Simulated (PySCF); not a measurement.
Gas-phase XPS of `[GeH3][NH][SiH2]C1CC1`, computed

C3H11GeNSi.
Z-matrix (Å and degrees, PBE0-D3(BJ)/def2-SVP geometry), rows numbered from 1:
```
Ge
N   1  1.8400
Si  2  1.7377  1  126.56
C   3  1.8608  2  108.65  1   -32.84
C   4  1.5099  3  120.11  2   151.98
C   5  1.4903  4   60.66  3  -108.22
H   1  1.5390  2  109.71  3    61.27
H   1  1.5402  2  106.44  3  -179.35
H   1  1.5453  2  112.03  3   -59.70
H   2  1.0154  1  114.00  3   163.43
H   3  1.4976  2  108.48  1  -155.54
H   3  1.5052  2  114.00  1    84.93
H   4  1.0961  3  115.83  2   -61.62
H   5  1.0931  4  117.57  6  -108.65
H   5  1.0948  4  118.29  6   108.10
H   6  1.0951  4  118.42  5  -107.96
H   6  1.0934  4  117.54  5   108.76
```

Level of theory: delta-SCF UKS SCAN, pcX-2 on the ionised atom, pcseg-1 elsewhere, spin-free X2C (PySCF 2.14.0). These are vertical core ionisation energies against the vacuum level, from separate self-consistent calculations with and without the core hole.

Q: What binding energy does each computed site have?

A: 
```json
{"atom(s)": "Si3", "environment": "SiH2 silicon", "level": "Si 1s", "binding energy (eV)": "1846.31", "2p1/2 (eV)": "–", "above the level's lowest (eV)": "0.00", "count": "1"}
{"atom(s)": "N2", "environment": "silicon-bound nitrogen", "level": "N 1s", "binding energy (eV)": "403.76", "2p1/2 (eV)": "–", "above the level's lowest (eV)": "0.00", "count": "1"}
{"atom(s)": "C5/C6", "environment": "three-membered-ring carbon", "level": "C 1s", "binding energy (eV)": "290.63", "2p1/2 (eV)": "–", "above the level's lowest (eV)": "+0.57", "count": "2"}
{"atom(s)": "C4", "environment": "sp3 carbon bound to silicon", "level": "C 1s", "binding energy (eV)": "290.06", "2p1/2 (eV)": "–", "above the level's lowest (eV)": "0.00", "count": "1"}
{"atom(s)": "Si3", "environment": "SiH2 silicon", "level": "Si 2p3/2", "binding energy (eV)": "106.42", "2p1/2 (eV)": "107.05", "above the level's lowest (eV)": "0.00", "count": "1"}
```

The listed C 1s values span 0.57 eV, from C4 (bonded to 2 C, H and Si) to C5/C6 (bonded to 2 C and 2 H).

Q: Which photon energy gives electrons from N 1s of N2 (atom 2) a kinetic energy of 50 eV, and what is their de Broglie wavelength?

A: hν = 403.76 + 50 = 453.76 eV, recoil neglected; λ = 12.264 Å/√(E/eV) = 1.73 Å.

Q: Which photon wavelength matches the N 1s of N2 threshold?

A: λ = hc/E = 12398.42 eV Å / 403.76 eV = 30.707 Å.

Topologically equivalent atoms share the value of their first member; where this conformer doesn't relate them by symmetry, their own values could differ. For 2p shells one spin-free hole was relaxed; a mean-field spin–orbit operator and the ground-state splitting of the three 2p orbitals were then diagonalised within the shell. The shell's mean is (2 × 2p3/2 + 2p1/2)/3, and the degeneracies 2j + 1 give areas of 2:1. 2p1/2 minus 2p3/2 (ligand field included): Si 0.62 eV. No level of germanium is listed. One conformer (not necessarily the lowest) at the PBE0-D3(BJ)/def2-SVP geometry, without solvent, vibrations or thermal averaging.
